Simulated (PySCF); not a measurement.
ECD: `C[C@H]1C[C@@H](O)[C@@H]1CO`, C6H12O2

Cartesian coordinates in Å; atom numbers follow the order of the lines, from 1:
```xyz
20

C    -1.7854   -1.1988    0.8471
C    -1.0032   -0.4277   -0.1990
C    -1.2709    1.0855   -0.3027
C     0.2422    1.3340   -0.3624
O     0.6909    2.3616    0.4769
C     0.4760   -0.1200    0.1135
C     1.5509   -0.9201   -0.6078
O     2.8448   -0.4100   -0.3709
H    -1.4298   -2.2253    0.9105
H    -1.6775   -0.7330    1.8241
H    -2.8418   -1.2154    0.5884
H    -1.0995   -0.9156   -1.1714
H    -1.6854    1.4960    0.6147
H    -1.8529    1.4302   -1.1530
H     0.6029    1.4827   -1.3885
H     1.6508    2.4118    0.4128
H     0.6583   -0.1314    1.1922
H     1.4080   -0.8565   -1.6896
H     1.4904   -1.9784   -0.3124
H     3.0261   -0.4589    0.5746
```

Computed, not measured: TDDFT B3LYP/def2-SVPD circular dichroism and optical rotation, one conformer, gas phase (PySCF 2.14.0). Geometry: GFN2-xTB.

The molecule is flexible and this is one conformer; a measurement averages over conformers. States above about 7.2 eV (minus the energy of the highest occupied orbital) lie near or above the ionisation threshold and depend on the basis.

**Question.** What are the CIP labels of the stereocentres?

**Answer.** C2 S, C4 R, C6 S.

**Question.** List the lowest 12 singlet excitations with oscillator and rotatory strengths.

**Answer.** Rotatory strengths R in 10⁻⁴⁰ esu² cm², velocity form and length form (origin at the centre of mass); f in length form.
```tsv
state	E (eV)	λ (nm)	f	R (velocity)	R (length)	main
1	6.31	196	0.007	+0.2	+0.1	HOMO→LUMO 0.93
2	6.65	186	0.006	+1.3	+1.7	HOMO−1→LUMO 0.79, HOMO→LUMO+2 0.14
3	6.90	180	0.015	-5.5	-6.2	HOMO→LUMO+2 0.72, HOMO−1→LUMO 0.12
4	6.99	177	0.004	+10.6	+11.5	HOMO→LUMO+1 0.86
5	7.33	169	0.007	+9.9	+8.4	HOMO→LUMO+3 0.59, HOMO−1→LUMO+1 0.22
6	7.39	168	0.015	-4.0	-3.9	HOMO−1→LUMO+2 0.61, HOMO−1→LUMO+1 0.33
7	7.41	167	0.028	+5.0	+5.4	HOMO−1→LUMO+1 0.40, HOMO→LUMO+3 0.34
8	7.77	160	0.013	-12.3	-10.9	HOMO−1→LUMO+3 0.85
9	7.82	158	0.009	-0.7	-0.7	HOMO→LUMO+4 0.90
10	7.94	156	0.013	+30.1	+30.0	HOMO−3→LUMO 0.63, HOMO−2→LUMO 0.13
11	8.02	155	0.010	-19.3	-18.7	HOMO−2→LUMO 0.73, HOMO−3→LUMO 0.13
12	8.19	151	0.003	-9.8	-9.3	HOMO→LUMO+5 0.90
```

Among the states computed, the strongest CD band (largest |R|) is state 10. The largest dissymmetry factor in size, g = 4R/(D+G), with D and G the electric and magnetic dipole strengths, is -0.034 for state 12 (velocity form, f = 0.004), among bands with |R| over 0.5. The mirror image has the same energies and oscillator strengths and all R with the opposite sign.
